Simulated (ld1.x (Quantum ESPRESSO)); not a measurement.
## N: one change to a PAW potential, before and after

- Element: nitrogen
- Generator: ld1.x (Quantum ESPRESSO) 7.5
- Type: PAW
- Functional: PBE
- Relativity: scalar-relativistic
- Frozen core: [He]
- Valence charge: 5
- Reference configuration: 2s2 2p3
- Partial waves: 2s (bound): rcut 0.85, rcutus 1.15 bohr; 2s channel at -0.5 Ry: rcut 0.85, rcutus 1.15 bohr; 2p (bound): rcut 1.70, rcutus 2.25 bohr; 2p channel at 0.2 Ry: rcut 1.70, rcutus 2.25 bohr
- Local potential: all-electron potential smoothed inside 1.90 bohr (lloc = -1)
- Core correction: Bessel-smoothed model core, default radius (core density twice the valence density)
- Augmentation charge: PSQ, inside the norm-conserving radii

Change: wave 2p channel at 0.2 Ry: rcut 1.70, rcutus 2.25 bohr becomes 2p channel at 1.62 Ry: rcut 1.70, rcutus 2.25 bohr.

Cutoffs: the cutoffs (Ry, on a coarse ladder) from which the occupation-weighted sum of valence levels, in a spherical-Bessel basis at the reference potential, stays within 10 and 1 mRy of its value at 400 Ry; they do not see the model core or the augmentation charge, which bear on the density cutoff. Errors are all-electron minus pseudo energies relative to the spin-unpolarised reference configuration.

**Question.** Predict the effect on cutoff, ghosts and configuration errors.

**Answer.** The potential gets neither clearly harder nor softer (15 Ry and 25 Ry → 15 Ry and 25 Ry); the s channel sets the loose cutoff, while the largest relative change is in p, which becomes softer; of the 7 tests that both files solve, the error grows in 0 and shrinks in 4 by more than 15 % and 0.3 meV (median size 5.2 → 2.0 meV); neither file shows a bound ghost.

| quantity | base | changed |
| --- | --- | --- |
| cutoff, loose | 15 Ry | 15 Ry |
| cutoff, tight | 25 Ry | 25 Ry |
| loose cutoff by channel (10 mRy a level) | s 12 Ry, p 12 Ry | s 12 Ry, p 10 Ry |
| bound ghosts | none | none |
| error for 2s2 2p2, meV [ΔE 13.59 eV] | -5.2 | -1.4 |
| error for 2s2 2p1, meV [ΔE 42.45 eV] | -23 | -11 |
| error for 2s2 2p0, meV [ΔE 89.53 eV] | +21 | +21 |
| error for 2s1 2p3, meV [ΔE 25.37 eV] | -8.9 | -3.0 |
| error for 2s1 2p4, meV [ΔE 11.51 eV] | -0.6 | -0.5 |
| error for 2s0 2p5, meV [ΔE 23.04 eV] | -2.1 | -2.0 |
| error for 2s2 2p2.5, meV [ΔE 5.09 eV] | -1.0 | -0.1 |
| s: phases at 2.45 bohr within 0.05 rad from the reference energy up to (Ry; the scan ends near 5) | to the end of the scan | to the end of the scan |
| p: phases at 2.45 bohr within 0.05 rad from the reference energy up to (Ry; the scan ends near 5) | to the end of the scan | to the end of the scan |
| lowest overlap eigenvalue by channel | s 0.60, p 0.59 | s 0.60, p 0.22 |
